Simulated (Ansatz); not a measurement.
Isolated molecules relaxed with PBE0-D4/def2-TZVP in Ansatz; ΔE leaves out vibrations. CCSD(T)/CBS is the MP2 limit (def2-TZVPP, def2-QZVPP) plus CCSD(T) − MP2 in def2-TZVPP, frozen cores. Each species was taken in one conformer, which may not be the lowest.

Reaction (ligand exchange at a B–N bond): `BN(C)[SiH2]Cl` + `C[SiH](N)Cl` → `BN[SiH](C)Cl` + `CN[SiH2]Cl`

```json
{"species": "`BN(C)[SiH2]Cl`", "CCSD(T)/CBS(def2) energy (Eh)": "-870.71740"}
{"species": "`C[SiH](N)Cl`", "CCSD(T)/CBS(def2) energy (Eh)": "-845.32705"}
{"species": "`BN[SiH](C)Cl`", "CCSD(T)/CBS(def2) energy (Eh)": "-870.74990"}
{"species": "`CN[SiH2]Cl`", "CCSD(T)/CBS(def2) energy (Eh)": "-845.29269"}
```

Problem. Work out ΔE.

Solution. ΔE = (-870.74990) + (-845.29269) − (-870.71740) − (-845.32705) = 0.00186 Eh = +0.05 eV.

Largest T1 diagnostic among the species: 0.011.

In def2-TZVPP, CCSD(T) changes the Hartree–Fock value by +0.08 eV (the triples alone add +0.01 eV) and MP2 by +0.10 eV.
